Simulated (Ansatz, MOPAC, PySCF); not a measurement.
Pair of molecules: HF (SMILES F) (first 2 atoms) with AsH3 (SMILES [AsH3]); geometry from B3LYP-D3(BJ)/def2-TZVP, rigid monomers moved along the line of their centres of mass till H2···As3 is 2.16 Å.
(charge 0, multiplicity 1):
```xyz
6

F      0.392    -0.770    -0.419
H      0.331    -0.435     0.454
As     0.194     0.336     2.462
H      1.371     0.995     3.158
H     -0.156    -0.545     3.647
H     -0.786     1.430     2.844
```

Counterpoise-corrected where a basis set is named; no monomer relaxation. Rows marked so take none.

Correlated levels freeze the cores. Filled d and f shells under p-block atoms count as core. Rows in 6-31G*, STO-3G carry no dispersion term and start afresh at each structure (6-31G* with six Cartesian d functions); the Pople sets are all-electron and without relativity. The state reached by PM3 isn't checked.

Programs: Ansatz (Gaussian basis) for Hartree–Fock, density functionals and correlated methods; MOPAC for PM3 (differences of heats of formation); PySCF for 6-31G* rows, STO-3G rows, the dispersion terms. 

| level | interaction energy (kJ/mol) |
|---|---|
| PM3 | 21.1 |
| HF/STO-3G (no counterpoise) | -0.9 |
| HF/6-31G* | 6.8 |
| HF/aug-cc-pVTZ | -0.4 |
| B3LYP-D3(BJ)/def2-TZVPPD | -17.1 |
| PBE0-D3(BJ)/def2-TZVPPD | -19.5 |
| SCS-MP2/aug-cc-pVDZ | -4.7 |
| SCS-MP2/aug-cc-pVTZ | (withheld) |
| CCSD(T)/aug-cc-pVTZ | (withheld) |

Task: Fill in the missing entries.

Result: 
- SCS-MP2/aug-cc-pVTZ, interaction energy (kJ/mol): -8.0
- CCSD(T)/aug-cc-pVTZ, interaction energy (kJ/mol): -10.6

Ansatz is a quantum-chemistry and plane-wave program.
